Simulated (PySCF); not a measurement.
## Excitation energy of Sr⁺ by level of theory

Sr⁺ [Kr] 5s1 (2S) → Sr⁺ [Kr] 4d1 (2D), as a difference of total energies. All numbers are calculated (PySCF 2.14, scalar relativity through the core potential, in def2-QZVPPD with the def2 core potential (28 electrons)). Correlated levels: valence and next inner shell: nothing frozen outside the core potential. The calculations carry no spin-orbit coupling.

| method | excitation energy (eV) | error (eV) |
| --- | --- | --- |
| UHF | 1.914 | +0.088 |
| MP2 (valence and next inner shell) | 2.033 | +0.207 |
| SCS-MP2 (valence and next inner shell) | 1.999 | +0.173 |
| CCSD (valence and next inner shell) | 1.983 | +0.157 |
| CCSD(T) (valence and next inner shell) | 2.003 | +0.177 |

Reference: 1.826 eV (measured; NIST levels, between the centres of gravity of the two terms).

Errors of the correlated levels include the incompleteness of this basis.
